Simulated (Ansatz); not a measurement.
Consider the atomization: `[F][Al]1[SiH2]NC[S]1` → Al• + C• + F• + 5 H• + N• + S• + Si•.

Gas-phase electronic energies from Ansatz, PBE0-D4/def2-TZVP geometries. CBS: MP2 limit from def2 TZ/QZ plus the TZ coupled-cluster correction, frozen cores. This one scheme is used for every species, atoms too. Functionals use def2-TZVPP. No spin–orbit coupling; open shells (•) take unrestricted orbitals. Spin–orbit coupling would lower the free atoms: a little for Al, C, F, S, Si.

```csv
level,ΔE (kJ/mol),difference from CCSD(T)/CBS
PBE-D4,4006.6,68.3
revPBE-D4,3907.3,-31.0
BLYP-D4,3916.0,-22.3
PBE0-D4,3929.3,-9.0
revPBE,3818.8,-119.5
LC-ωPBE,3914.0,-24.3
CCSD(T)/def2-SVP,3640.6,-297.7
CCSD/def2-TZVPP,3735.7,-202.6
MP2/CBS(def2),4023.7,85.4
CCSD/CBS(def2),3866.5,-71.8
CCSD(T)/CBS,3938.3,0
```

Largest T1 diagnostic among the species: 0.018.

From r2SCAN to r2SCAN0 (25 % exact exchange), in def2-TZVPP and without D4, ΔE moves by −74.6 kJ/mol: exact exchange takes away binding that semilocal exchange gives to molecules. In def2-TZVPP, CCSD(T) changes the Hartree–Fock value by +1028.0 kJ/mol (the triples alone add +71.8 kJ/mol) and MP2 by +1113.4 kJ/mol; breaking electron pairs costs correlation energy, which Hartree–Fock lacks.

For atomizations the MP2-based limit and the directly extrapolated one differ by several kJ/mol either way, and by 10 to 25 for some Ge, Se and Sn compounds, so smaller differences from it don't rank the levels.
